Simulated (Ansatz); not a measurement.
Two isomers of C4H10Si: A = `C=C([SiH3])CC`, B = `C/C=C\C[SiH3]`.

Computed with Ansatz on PBE0-D4/def2-TZVP structures; ΔE is electronic, products minus reactants. CCSD(T)/CBS is the MP2 limit (def2-TZVPP, def2-QZVPP) plus CCSD(T) − MP2 in def2-TZVPP, frozen cores. Functionals use def2-TZVPP. B3LYP here is the variant with VWN-RPA as its local correlation; programs differ in this. One conformer a species, not always the lowest.

Q: Which is lower in electronic energy at CCSD(T)/CBS, and by how much? (Best estimate.)

A: The calculation gave: B, by 5.5 kJ/mol.

Q: Give E(B) − E(A) in kJ/mol with B3LYP, B2PLYP, CCSD/def2-TZVPP, HF/def2-TZVPP, B3LYP-D4, CCSD(T)/def2-TZVPP, PBE0-D4. (Estimate.)

A: Computed: B3LYP -10.0, B2PLYP -7.9, CCSD/def2-TZVPP -5.6, HF/def2-TZVPP -5.5, B3LYP-D4 -8.1, CCSD(T)/def2-TZVPP -5.1, PBE0-D4 -10.3. None reverses the order clearly.

Largest T1 diagnostic: 0.011.
